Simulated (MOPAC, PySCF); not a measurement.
C$_{5}$H$_{8}$, SMILES `CC(C#C)C`, neutral singlet in the gas phase. 

Cartesian coordinates (Å):
```xyz
13

C      1.8997    -0.1961     1.6547
C      0.8650    -0.0907     1.0318
C     -0.3681     0.0347     0.2578
C     -0.3556     1.3162    -0.5946
C     -0.6043    -1.2152    -0.6087
H      2.8120    -0.2884     2.2068
H     -1.2031     0.1128     0.9778
H     -1.3065     1.4185    -1.1375
H      0.4610     1.2789    -1.3297
H     -0.2117     2.2072     0.0307
H      0.2049    -1.3294    -1.3441
H     -1.5563    -1.1246    -1.1516
H     -0.6371    -2.1240     0.0067
```
Charge 0, spin multiplicity 1.

All levels are single points at this geometry (PBE-D3(BJ)/def2-TZVP); Pople sets use spherical d functions. Orbital energies aren't observables, and empty levels follow the basis.

```json
[
 {"level": "PBE-D3(BJ)/def2-TZVP in PySCF", "HOMO (eV)": "-6.40", "LUMO (eV)": "-0.04", "gap (eV)": "6.37", "dipole (D)": "0.81", "vertical IE, Delta-SCF (eV)": "–"},
 {"level": "B3LYP/3-21G in PySCF", "HOMO (eV)": "-7.13", "LUMO (eV)": "1.72", "gap (eV)": "8.85", "dipole (D)": "0.67", "vertical IE, Delta-SCF (eV)": "–"},
 {"level": "B3LYP/6-311+G** in PySCF", "HOMO (eV)": "-7.41", "LUMO (eV)": "-0.03", "gap (eV)": "7.38", "dipole (D)": "0.79", "vertical IE, Delta-SCF (eV)": "–"},
 {"level": "BP86/6-31G* in PySCF", "HOMO (eV)": "-6.08", "LUMO (eV)": "0.63", "gap (eV)": "6.71", "dipole (D)": "0.66", "vertical IE, Delta-SCF (eV)": "–"},
 {"level": "PBE/6-31G* in PySCF", "HOMO (eV)": "-5.99", "LUMO (eV)": "0.73", "gap (eV)": "6.71", "dipole (D)": "0.67", "vertical IE, Delta-SCF (eV)": "9.51"},
 {"level": "HF/3-21G in PySCF", "HOMO (eV)": "-10.23", "LUMO (eV)": "5.98", "gap (eV)": "16.21", "dipole (D)": "0.67", "vertical IE, Delta-SCF (eV)": "–"},
 {"level": "HF/STO-3G in PySCF", "HOMO (eV)": "-8.56", "LUMO (eV)": "10.74", "gap (eV)": "19.30", "dipole (D)": "0.53", "vertical IE, Delta-SCF (eV)": "–"},
 {"level": "AM1 in MOPAC", "HOMO (eV)": "-10.59", "LUMO (eV)": "1.96", "gap (eV)": "12.55", "dipole (D)": "0.41", "vertical IE, Delta-SCF (eV)": "–"},
 {"level": "PM7 in MOPAC", "HOMO (eV)": "-10.61", "LUMO (eV)": "1.72", "gap (eV)": "12.33", "dipole (D)": "0.90", "vertical IE, Delta-SCF (eV)": "–"}
]
```
